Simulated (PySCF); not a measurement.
From one molecule to another.

First species: C10H20.
InChI=1S/C10H20/c1-10(2,3)9-7-5-4-6-8-9/h9H,4-8H2,1-3H3

Second species: C10H20.
Numbering: `[CH3:1][CH:2]([CH3:3])[CH2:4][CH2:5][CH:6]1[CH2:7][CH2:8][CH2:9][CH2:10]1` (hydrogens: H11, H12, H13 on C1; H14 on C2; H15, H16, H17 on C3; H18, H19 on C4; H20, H21 on C5; H22 on C6; H23, H24 on C7; H25, H26 on C8; H27, H28 on C9; H29, H30 on C10)

Levels: PBE0/pcSseg-1 for HOMO energy, LUMO energy and HOMO–LUMO gap. Geometries: PBE0-D3(BJ)/def2-SVP. Each species is one conformer at its optimised geometry, gas phase, non-relativistic unless stated. Electronic properties by PySCF.

Values for the first species:

```
HOMO energy   : -8.10 eV
LUMO energy   : 1.38 eV
HOMO–LUMO gap : 9.48 eV
```

Problem. Estimate the same properties for the second species, and the change in each.

Solution. 
| property | first | second | second less first |
| --- | --- | --- | --- |
| HOMO energy | -8.10 eV | -8.48 eV | -0.38 eV |
| LUMO energy | 1.38 eV | 1.37 eV | -0.01 eV |
| HOMO–LUMO gap | 9.48 eV | 9.85 eV | +0.37 eV |

